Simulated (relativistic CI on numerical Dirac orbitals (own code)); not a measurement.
**One change at a time: I XLVIII**

Base calculation: Dirac-Coulomb-Breit CI, KLI orbitals optimised for each configuration, QED by a radiative potential, unscaled Slater integrals.

CI space (outside the closed core 1s2): 2s2 2p2, 2s 2p3, 2p4, 2p3 3s, 2p3 3p, 2p3 3d, 2s2 2p 3s, 2s2 2p 3p, 2s2 2p 3d, 2s 2p2 3s, 2s 2p2 3p, 2s 2p2 3d, 2s2 2p 4s, 2s2 2p 4p, 2s2 2p 4d, 2s2 2p 4f. Levels of other configurations are missing.

Variants: (1) P86 correlation estimate; (2) Breit term removed; (3) one mean potential for all configurations. Shifts of the energy above 2s2 2p2 3P_0, in eV, for the lowest level and the first level of each name with at least 55 % of one term (blank where a level changes its place among those of its configuration and J or its character, or is not in the variant):

| Level | Base | Δ(1) | Δ(2) | Δ(3) |
| --- | --- | --- | --- | --- |
| 2s2 2p2 3P_0 | 0.00 | 0.00 | 0.00 | 0.00 |
| 2s2 2p2 3P_1 | 305.29 | 0.00 | +5.44 | +0.05 |
| 2s2 2p2 1D_2 | 320.94 | 0.00 | +8.34 | +0.05 |
| 2s2 2p2 3P_2 | 638.36 | 0.00 | +12.15 | +0.11 |
| 2s2 2p2 1S_0 | 677.96 | 0.00 | +9.02 | +0.10 |
| 2s 2p3 3D°_3 | 810.72 | +0.21 | +10.35 | +0.17 |
| 2s 2p3 3P°_0 | 847.12 | +0.21 | +3.82 | +0.17 |
| 2s 2p3 1D°_2 | 872.29 | +0.21 | +8.52 | +0.17 |
| 2p4 3P_2 | 1067.77 | +0.31 | +1.51 | +0.38 |
| 2p4 1S_0 | 1111.35 | +0.31 | -1.74 | +0.39 |
| 2p4 3P_1 | 1382.14 | +0.31 | +4.96 | +0.33 |
| 2p4 1D_2 | 1398.74 | +0.31 | +7.74 | +0.33 |
| 2p4 3P_0 | 1735.19 | +0.31 | +9.46 | +0.28 |
| 2s2 2p 3s 3P°_0 | 4829.28 | +1.27 | +10.77 | +0.33 |
| 2s2 2p 3s 3P°_1 | 4832.09 | +1.27 | +11.21 | +0.37 |
| 2s2 2p 3p 3D_1 | 4884.51 | +1.42 | +9.69 | +0.30 |
| 2s2 2p 3p 3P_0 | 4913.66 | +1.42 | +8.81 | +0.53 |
| 2s 2p2 3s 3P_0 | 5016.84 | +1.40 | +4.43 | +0.36 |
| 2s2 2p 3d 3F°_2 | 5036.07 | +1.06 | +11.72 | +0.28 |
| 2s2 2p 3s 3P°_2 | 5159.29 | +1.30 | +16.08 | +0.66 |
| 2s2 2p 3s 1P°_1 | 5164.82 | +1.28 | +16.22 | +0.76 |
| 2s 2p2 3s 5P_2 | 5271.58 | +1.40 | +10.71 | +0.64 |

At this charge energies of transitions that change n are usually good to better than 1 %, and those within a shell (Δn = 0) to a few per cent.

Ionisation energy from the two ground configurations alone: base 8600.67 eV; P86 correlation estimate 8602.52 eV; Breit term removed 8613.46 eV. The NIST ASD value (theoretical) is 8601 eV.

LS names give the leading component of a level, which can be under half, so a name can repeat, a term be missing and a line seem to break the LS rules.
